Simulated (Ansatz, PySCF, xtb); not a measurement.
Breaking the Al1–H2 bond in AlClFH (SMILES [F][AlH][Cl]) (multiplicity 1 held, fragments rigid). Energies count from the point at 1.555 Å.
Geometry at that point (charge 0, multiplicity 1):
```xyz
4

Al    -0.56121     0.17721    -0.47070
H     -1.75578    -0.36995    -1.30319
F     -0.21593     1.78615    -0.49600
Cl     0.64676    -1.05936     0.69920
```

R- and RO- levels are restricted; in cc, def2 and unpolarised 6-31G sets they are followed outwards from rest. Active spaces are followed from a long bond inwards. Left out are points that failed, MP2 points in a non-variational dive below the minimum, coupled-cluster points behind a sign of a changed root (a jump of the amplitudes, or a one-step jump against full CI or MRCI), small-basis points behind a change of solution, and semi-empirical points at long bonds. Curves can end on different states.

Frozen-core correlation. Rows in 6-31G* carry no dispersion term and start afresh at each structure (6-31G* with six Cartesian d functions).

Programs: Ansatz (Gaussian orbitals); PySCF for 6-31G* rows; xtb for the GFN methods.  The GFN methods have no spin term and hold the electronic entropy of 300 K.

Energies in kcal/mol.

| R (Å) | GFN2-xTB | R-B3LYP/6-31G* | R-SCS-MP2/cc-pV(T+d)Z | FIC-MRCISD+Q on CASSCF(2,2)/cc-pV(T+d)Z |
|---|---|---|---|---|
| 1.244 | 19.9 | 27.9 | 26.1 | 26.3 |
| 1.400 | 1.8 | 5.9 | 5.0 | 5.2 |
| 1.555 | 0.0 | 0.0 | 0.0 | 0.0 |
| 1.711 | 4.4 | 2.9 | 3.6 | 3.4 |
| 1.867 | 11.3 | 10.5 | 11.9 | 11.1 |
| 2.100 | 23.2 | 25.6 | 27.9 | 26.1 |
| 2.333 | 35.6 | 41.5 | 44.8 | 41.5 |
| 2.722 | 55.5 | 65.7 | 70.3 | 62.7 |
| 3.111 | 72.6 | 85.0 | 90.1 | 76.2 |
| 3.578 | 88.0 | 101.9 | 105.6 | 83.9 |
| 4.200 | 100.1 | 116.2 | 114.1 | 87.1 |
| 4.977 | 105.7 | left out | 109.2 | 87.8 |

Doubts at one or more of the structures used: a restricted determinant that unrestricted orbitals would lower (R-B3LYP/6-31G*, R-SCS-MP2/cc-pV(T+d)Z).

Ansatz is an electronic-structure program.
